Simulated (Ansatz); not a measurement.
Ge(OH)Cl3 (GeCl₃OH). The state is a singlet with charge 0. Geometry relaxed at PBE0-D4/def2-SVP.

```xyz
6

Ge   -0.135    0.244   -0.163
O     1.204   -0.616    0.557
H     0.940   -1.440    0.985
Cl   -1.584    0.779    1.309
Cl   -1.109   -0.950   -1.639
Cl    0.685    1.984   -1.049
```

(1) Estimate the harmonic wavenumbers at RKS PBE0-D4/def2-SVP (Ansatz, unscaled). Is this a minimum?

Results:

(1) 96, 137, 158, 173, 215, 231, 410, 460, 472, 757, 904, 3883 cm⁻¹. Yes, no mode is imaginary beyond noise. Zero-point energy 47.2 kJ/mol. Hardware: 4 threads of Intel Xeon on a shared host. Wall time 2.4 min.
